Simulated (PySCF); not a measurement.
C4H8OS. Atoms are numbered in the order given.

```xyz
14

C      2.3199    -0.1780    -0.4030
C      0.9762     0.4910    -0.2416
O      0.0000     0.0000    -1.1544
C     -0.9762    -0.4910    -0.2416
C     -2.3199     0.1780    -0.4030
S      0.0000     0.0000     1.2683
H      3.0303     0.1972     0.3506
H      2.2246    -1.2678    -0.2916
H      2.7250     0.0461    -1.4041
H      1.0691     1.5893    -0.3164
H     -1.0691    -1.5893    -0.3164
H     -2.2246     1.2678    -0.2916
H     -3.0303    -0.1972     0.3506
H     -2.7250    -0.0461    -1.4041
```
Charge 0, spin multiplicity 1.

Coordinates come from a B3LYP-D3(BJ)/def2-SVP optimisation. The structure was generated by enumeration; whether it is a known compound was not checked.

Method: TDDFT-PBE/def2-SVPD run with PySCF.

Vertical excitations. Gas-phase values at a fixed geometry. State labels are in the subgroup C2.

```tsv
state	symmetry	energy (eV)	λ (nm)	f	main pairs
S1	A	4.04	307	0.000	HOMO→LUMO 100 %
S2	A	5.02	247	0.000	HOMO−1→LUMO 99 %
S3	B	5.44	228	0.016	HOMO→LUMO+1 87 %
S4	B	5.52	225	0.040	HOMO→LUMO+2 88 %
S5	A	6.03	206	0.017	HOMO→LUMO+3 99 %
S6	B	6.06	204	0.037	HOMO−2→LUMO 97 %
S7	A	6.15	202	0.003	HOMO→LUMO+4 98 %
S8	B	6.44	193	0.004	HOMO−1→LUMO+1 95 %
S9	B	6.57	189	0.011	HOMO−1→LUMO+2 98 %
S10	B	6.66	186	0.015	HOMO→LUMO+5 99 %
T1	A	3.63	342	0	HOMO→LUMO 99 %
T2	A	4.88	254	0	HOMO−1→LUMO 99 %
T3	B	5.00	248	0	HOMO→LUMO+1 99 %
T4	B	5.32	233	0	HOMO−2→LUMO 98 %
```
Triplets are in the Tamm–Dancoff approximation, which puts them higher than full response would, so one can lie above its singlet here.
